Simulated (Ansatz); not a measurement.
One change: `O[Si@@H]1N[C@H](F)O1` becomes `FC1N[SiH2]O1`.

Ansatz, PBE0-D4/def2-TZVP geometries, multiplicity 1. Each molecule was computed in one conformer, which needn't be the lowest.

```
                               property  `O[Si@@H]1N[C@H](F)O1`
HOMO–LUMO gap (ωB97M-V/def2-TZVPP) / eV                   12.64
  HOMO–LUMO gap (B3LYP/def2-TZVPP) / eV                    8.13
  HOMO energy (ωB97M-V/def2-TZVPP) / eV                  -10.47
    LUMO energy (B3LYP/def2-TZVPP) / eV                    0.31
    HOMO energy (B3LYP/def2-TZVPP) / eV                   -7.82
    HOMO–LUMO gap (PBE/def2-TZVPP) / eV                    6.28
```

(1) What does the change do to each property? (Best estimate.)

## Answers

(1) The calculation gave: 
```json
{"property": "HOMO–LUMO gap (ωB97M-V/def2-TZVPP) / eV", "`FC1N[SiH2]O1`": "11.45", "shift": "-1.19"}
{"property": "HOMO–LUMO gap (B3LYP/def2-TZVPP) / eV", "`FC1N[SiH2]O1`": "6.90", "shift": "-1.23"}
{"property": "HOMO energy (ωB97M-V/def2-TZVPP) / eV", "`FC1N[SiH2]O1`": "-10.28", "shift": "0.19"}
{"property": "LUMO energy (B3LYP/def2-TZVPP) / eV", "`FC1N[SiH2]O1`": "-0.78", "shift": "-1.09"}
{"property": "HOMO energy (B3LYP/def2-TZVPP) / eV", "`FC1N[SiH2]O1`": "-7.68", "shift": "0.14"}
{"property": "HOMO–LUMO gap (PBE/def2-TZVPP) / eV", "`FC1N[SiH2]O1`": "5.02", "shift": "-1.26"}
```

With PBE0 the HOMO rises by 0.15 eV and the LUMO falls by 1.14 eV, so the gap narrows by about 1.29 eV. PBE moves the HOMO by 0.11 eV and ωB97M-V by 0.19 eV. The zero-point energy changes by -17.8 kJ/mol with -3 modes.

B3LYP here is the variant with VWN-RPA as its local correlation; programs differ in this.
